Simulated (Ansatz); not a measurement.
`CCCC(C(C)=O)C(C)=O`, relaxed with RKS PBE0-D4/def2-TZVP in Ansatz 0.2.0 from a PBE-D4/def2-SVP geometry. The force threshold is 0.005 eV/Å; the program also tests the step.

Total charge 0; spin multiplicity 1.

Start:

```xyz
24

C     0.256    2.271    1.694
C     0.324    0.772    1.993
C     0.906   -0.082    0.857
C     0.136   -0.001   -0.469
C     0.780   -0.883   -1.559
C     0.641   -0.372   -2.975
O     1.325   -1.939   -1.278
C    -1.338   -0.466   -0.391
C    -1.609   -1.746    0.370
O    -2.212    0.152   -0.979
H     1.252    2.672    1.409
H    -0.445    2.499    0.865
H    -0.090    2.842    2.578
H     0.945    0.604    2.900
H    -0.692    0.406    2.261
H     1.953    0.237    0.660
H     0.980   -1.145    1.163
H     0.084    1.037   -0.850
H     0.977   -1.137   -3.698
H    -0.413   -0.082   -3.168
H     1.245    0.551   -3.100
H    -1.497   -1.576    1.460
H    -0.869   -2.525    0.094
H    -2.639   -2.089    0.163
```

```json
{"step": "1", "energy (eV)": "-12609.2173", "largest force (eV/Å)": "1.000", "largest move (Å)": "0.000"}
{"step": "2", "energy (eV)": "-12609.3173", "largest force (eV/Å)": "0.166", "largest move (Å)": "0.042"}
{"step": "3", "energy (eV)": "-12609.3225", "largest force (eV/Å)": "0.268", "largest move (Å)": "0.050"}
{"step": "4", "energy (eV)": "-12609.3263", "largest force (eV/Å)": "0.045", "largest move (Å)": "0.031"}
{"step": "5", "energy (eV)": "-12609.3265", "largest force (eV/Å)": "0.021", "largest move (Å)": "0.005"}
{"step": "6", "energy (eV)": "-12609.3268", "largest force (eV/Å)": "0.018", "largest move (Å)": "0.015"}
{"step": "7", "energy (eV)": "-12609.3270", "largest force (eV/Å)": "0.025", "largest move (Å)": "0.020"}
{"step": "8", "energy (eV)": "-12609.3271", "largest force (eV/Å)": "0.013", "largest move (Å)": "0.015"}
{"step": "9", "energy (eV)": "-12609.3272", "largest force (eV/Å)": "0.004", "largest move (Å)": "0.011"}
{"step": "10", "energy (eV)": "-12609.3272", "largest force (eV/Å)": "0.006", "largest move (Å)": "0.009"}
{"step": "11 (rejected)", "energy (eV)": "-12609.3271", "largest force (eV/Å)": "0.031", "largest move (Å)": "0.014"}
{"step": "12", "energy (eV)": "-12609.3272", "largest force (eV/Å)": "0.002", "largest move (Å)": "0.007"}
```

End:

```xyz
24

C     0.304    2.270    1.655
C     0.291    0.781    1.962
C     0.874   -0.087    0.855
C     0.109   -0.012   -0.461
C     0.767   -0.861   -1.548
C     0.638   -0.339   -2.947
O     1.328   -1.894   -1.283
C    -1.338   -0.498   -0.364
C    -1.585   -1.782    0.374
O    -2.225    0.121   -0.898
H     1.314    2.612    1.411
H    -0.346    2.520    0.814
H    -0.043    2.850    2.513
H     0.863    0.596    2.876
H    -0.736    0.468    2.184
H     1.908    0.220    0.662
H     0.932   -1.130    1.173
H     0.043    1.014   -0.828
H     0.973   -1.085   -3.665
H    -0.397   -0.045   -3.145
H     1.246    0.565   -3.049
H    -1.480   -1.616    1.449
H    -0.845   -2.536    0.095
H    -2.594   -2.133    0.165
```

Run time 41 s (4 threads of an AMD EPYC 7R13 on a shared host and a share of an NVIDIA H100 80 GB); peak host memory 1.4 GiB.
